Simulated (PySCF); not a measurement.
C₂H₁₀GeSi₂, SMILES C=C[SiH2][SiH2][GeH3] (GFN2-xTB optimised geometry):

```
15

C      2.687     1.238    -0.550
C      2.255     0.380     0.360
Si     1.689    -1.381     0.000
Si    -0.638    -1.381     0.000
Ge    -1.482     0.804     0.000
H      2.787     0.958    -1.587
H      2.971     2.252    -0.311
H      2.180     0.720     1.387
H      2.266    -1.798    -1.285
H      2.268    -2.252     1.033
H     -1.203    -2.081    -1.161
H     -1.202    -2.076     1.165
H     -1.152     1.610     1.224
H     -0.967     1.676    -1.109
H     -2.971     0.979    -0.112
```

Calculation: PBE0/def2-TZVP run with PySCF.

Task: What are the frontier orbital energies and the dipole moment?

Result: HOMO-2 -8.66 eV, HOMO-1 -8.39 eV, HOMO -7.76 eV, LUMO -0.68 eV, LUMO+1 -0.41 eV; dipole moment 0.63 D.

Meta-Löwdin charges at PBE0/def2-TZVP: C1 -0.23, C2 -0.34, Si3 0.38, Si4 0.12, Ge5 0.10, H6 0.12, H7 0.13, H8 0.13, H9 -0.08, H10 -0.08, H11 -0.06, H12 -0.06, H13 -0.05, H14 -0.05, H15 -0.04.
